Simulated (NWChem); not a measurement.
C6H14N, doublet; SMILES [C](C)(NC(C)C)C

```xyz
21

C      0.8861     2.3800    -0.4966
C     -0.0150     1.2645    -0.0869
C     -1.1800     1.5701     0.7935
N      0.6128     0.0259     0.0644
C     -0.1392    -1.2087     0.2049
C     -0.9488    -1.5601    -1.0432
C      0.8147    -2.3281     0.5974
H      1.5546     2.7172     0.3258
H      0.3075     3.2577    -0.8219
H      1.5409     2.0871    -1.3359
H     -1.6233     2.5374     0.5152
H     -1.9808     0.8149     0.7290
H     -0.8942     1.6380     1.8665
H      1.4082    -0.0852    -0.5588
H     -0.8439    -1.0627     1.0415
H     -1.5699    -2.4556    -0.8836
H     -0.2778    -1.7609    -1.8953
H     -1.6074    -0.7254    -1.3269
H      1.3661    -2.0665     1.5122
H      1.5515    -2.5134    -0.2031
H      0.2727    -3.2698     0.7696
```
Atoms are numbered in this order, from 1.

Computed with NWChem. Spin-unrestricted. Structure relaxed at the PBE0/def2-SVP, spin-unrestricted level. Not confirmed as a minimum by frequencies. No stability test was run on the SCF state.

For level TPSS/pcseg-1:

* **highest occupied level (eV)**: -2.64

### Question
How do the values read with level TPSS/def2-SVP instead?

### Answer
The highest occupied level (eV) comes out as -2.52.
